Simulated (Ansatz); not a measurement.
Ideal-gas functions of PSb (`[P]#[Sb]`) at 500 K and 1 bar, from an Ansatz frequency run at PBE0-D4/def2-TZVP.

Molar mass 152.73 g/mol, point group C∞v (symmetry number 1), electronic degeneracy 1, moments of inertia 117.67 u Å². Harmonic wavenumbers (cm⁻¹, unscaled): 545.

Use S(trans) = R[1.5 ln M + 2.5 ln T − 1.1517]; rotational temperatures θ = 24.2544 K / I; S(rot) = R[ln(T/σθ) + 1]; for each mode x = 1.438777 ν̃/T, S = R[x/(eˣ − 1) − ln(1 − e⁻ˣ)] and H = RT x/(eˣ − 1); 1 cm⁻¹ = 0.0119627 kJ/mol; R = 8.31446 J/(mol·K).

**Question.** By hand: the entropy, in J/(mol·K).

**Answer.** Translation 182.3. Rotation: θ = 0.2061 K, giving 73.1. Vibration, mode by mode: 5.38, in all 5.4. Electronic 0.0. Sum 260.8 J/(mol·K).

**Question.** By hand: H − E and G − E in kJ/mol, counted from the electronic energy.

**Answer.** Zero-point energy ½ × 545 × 0.0119627 = 3.3; thermal vibration 1.7; translation, rotation and pV give 3.5 RT = 14.6. H − E = 19.6 kJ/mol, and G − E = 19.6 − 500 × 260.8/1000 = -110.8 kJ/mol.

Vibration gives 2 % of the entropy.
